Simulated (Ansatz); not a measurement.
One change: `[F][SnH]([Cl])[Cl]` becomes `C[O][SnH]([F])[Cl]`.

Ansatz, PBE0-D4/def2-TZVP geometries, multiplicity 1. Each molecule was computed in one conformer, which needn't be the lowest.

Elements past krypton have def2 core potentials.

| property | `[F][SnH]([Cl])[Cl]` |
| --- | --- |
| HOMO energy (PBE0/def2-TZVPP) / eV | -9.62 |
| HOMO energy (B3LYP/def2-TZVPP) / eV | -9.32 |
| LUMO energy (PBE0/def2-TZVPP) / eV | -2.18 |
| HOMO–LUMO gap (ωB97M-V/def2-TZVPP) / eV | 11.76 |
| LUMO energy (ωB97M-V/def2-TZVPP) / eV | -0.12 |
| LUMO energy (PBE/def2-TZVPP) / eV | -3.13 |

Problem. Give the same properties after the change, and the shifts. (Best estimate.)

Solution. The calculation gave: 
```tsv
property	`C[O][SnH]([F])[Cl]`	shift
HOMO energy (PBE0/def2-TZVPP) / eV	-8.47	1.15
HOMO energy (B3LYP/def2-TZVPP) / eV	-8.22	1.10
LUMO energy (PBE0/def2-TZVPP) / eV	-1.63	0.55
HOMO–LUMO gap (ωB97M-V/def2-TZVPP) / eV	11.29	-0.47
LUMO energy (ωB97M-V/def2-TZVPP) / eV	0.41	0.53
LUMO energy (PBE/def2-TZVPP) / eV	-2.60	0.53
```

With PBE0 the HOMO rises by 1.15 eV and the LUMO rises by 0.55 eV, so the gap narrows by about 0.60 eV. PBE moves the HOMO by 1.30 eV and ωB97M-V by 1.00 eV. The zero-point energy changes by 106.3 kJ/mol with +12 modes.

B3LYP here is the variant with VWN-RPA as its local correlation; programs differ in this.
